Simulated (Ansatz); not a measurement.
TeF2⁺, relaxed as a doublet with UKS PBE0-D4/def2-TZVP in Ansatz, starting from the PBE0-D4/def2-TZVP geometry of the neutral singlet. Force threshold 0.02 eV/Å.

In the def2 sets Te takes a core potential; there is no spin–orbit coupling.

Start:

```xyz
3

Te   -0.576   -0.629   -0.022
F     1.211   -0.509   -0.623
F    -0.635    1.138    0.644
```

| step | energy (eV) | largest force component (eV/Å) | SCF passes |
| --- | --- | --- | --- |
| 1 | -12715.3185 | 2.691 | 18 |
| 2 | -12715.4516 | 0.163 | 22 |
| 3 | -12715.4533 | 0.023 | 22 |
| 4 | -12715.4534 | 0.000 | 23 |

Force components are those of the run's own axes.

End:

```xyz
3

Te   -0.550   -0.601   -0.021
F     1.174   -0.501   -0.606
F    -0.623    1.102    0.627
```

By distances, no bond broke or formed. The bond that changes most is Te1–F3, from 1.89 to 1.82 Å (atoms count from 1).

No frequencies were taken in this run, so the end may be a saddle point.

It took 11 s on 4 threads of Intel Xeon on a shared host.
